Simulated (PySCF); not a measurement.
PySCF 2.14.0 with density-fitted response routines calculation with geometry from GFN2-xTB and σ from GIAO-PBE0/pcSseg-1; one computed conformer, non-relativistic Hamiltonian, no solvent model, equivalent nuclei averaged.

References, each an isolated molecule treated in the same way: $^{1}$H (σ = 31.72 ppm), $^{13}$C (σ = 186.93 ppm) against TMS. Shifts are as computed. Against solution values, carbons near 30 ppm lie about +3 ppm off and those near 130 ppm about +5 ppm; carbons on Cl a further +6 ppm. Of 1309 compounds with measured shifts, 239 miss one by over three times the rms of a fit or turn the order of signals round; such compounds aren't used in these exercises. Carbons bonded to Cl come out too deshielded.

Problem. Order these molecules by the shift of their most deshielded carbon, lowest δ first.
A. FCC(F)(F)OC([SiH3])[SiH3]
B. CCc1cc(C)n([SiH3])c1
C. C#CC#C[C@@H](Cl)[C@@H]1CC[SiH2]1

Solution. C (81.1 ppm, alkyne carbon), A (129.1 ppm, fully substituted sp3 carbon bonded to 2 F and O), B (137.4 ppm, substituted aromatic carbon next to a ring nitrogen).

Problem. Order these molecules by the shift of their most shielded carbon, lowest δ first.
A. CC([SiH3])([SiH3])OC(F)(F)F
B. C[SiH](C)O[SiH2]C(F)(F)F
C. CCc1cc(C)n([SiH3])c1
D. FCC(F)(F)OC([SiH3])[SiH3]
E. C[C@H](O[SiH2][SiH3])C(F)(F)F

Solution. B (1.6 ppm, methyl carbon bonded to Si), C (15.5 ppm, methyl carbon on an aromatic ring), E (19.8 ppm, methyl carbon), A (25.6 ppm, methyl carbon), D (55.7 ppm, sp3 CH bonded to O and 2 Si).

Problem. How many $^{13}$C and $^{1}$H signals does each give (equivalence by symmetry and fast rotation, but not about amide C–N or C=N bonds)? `CC([SiH3])([SiH3])OC(F)(F)F`, `C[C@H](O[SiH2][SiH3])C(F)(F)F`, `C[SiH](C)O[SiH2]C(F)(F)F`, `FCC(F)(F)OC([SiH3])[SiH3]`, `C#CC#C[C@@H](Cl)[C@@H]1CC[SiH2]1`, `CCc1cc(C)n([SiH3])c1`

Solution. CC([SiH3])([SiH3])OC(F)(F)F: 3 C, 2 H; C[C@H](O[SiH2][SiH3])C(F)(F)F: 3 C, 5 H; C[SiH](C)O[SiH2]C(F)(F)F: 2 C, 3 H; FCC(F)(F)OC([SiH3])[SiH3]: 3 C, 3 H; C#CC#C[C@@H](Cl)[C@@H]1CC[SiH2]1: 8 C, 9 H; CCc1cc(C)n([SiH3])c1: 7 C, 6 H.
